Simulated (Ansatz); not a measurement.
Reaction (hydrogenolysis of a C–C bond): `CCB(C)S` + H₂ → `CB(C)S` + CH₄

Computed with Ansatz on PBE0-D4/def2-TZVP structures; ΔE is electronic, products minus reactants. CBS: MP2 limit from def2 TZ/QZ plus the TZ coupled-cluster correction, frozen cores. This one scheme is used for every species. Functionals use def2-TZVPP. Each species was taken in one conformer, which may not be the lowest.

CCSD(T)/CBS gives -74.8 kJ/mol.

**Question.** Another level gave -77.8 kJ/mol. Which?
A. LC-ωPBE/def2-TZVPP
B. revPBE-D4/def2-TZVPP
C. MP2/def2-TZVPP
D. r2SCAN-D4/def2-TZVPP

**Answer.** D. r2SCAN-D4 -77.8, revPBE-D4 -68.6, LC-ωPBE -82.0, MP2/def2-TZVPP -72.8 kJ/mol.

Largest T1 diagnostic among the species: 0.012.

The D4 term adds +10.0 kJ/mol with B3LYP and +5.6 kJ/mol with PBE0; it sums over pairs of atoms, weighted by their polarisabilities, and B3LYP, whose exchange is more repulsive, gets the larger term. Leaving LDA and LC-ωPBE aside and taking each functional with its dispersion term where it has one, the values, not all of them listed here, spread over 15.5 kJ/mol, from B97M-V to revPBE-D4. LDA lies +11.5 kJ/mol from PBE without D4.

CCSD(T)/CBS has its own doubt, a few kJ/mol and more with outer-core shells, so smaller differences from it don't rank the levels.

B3LYP here is the variant with VWN-RPA as its local correlation; programs differ in this.
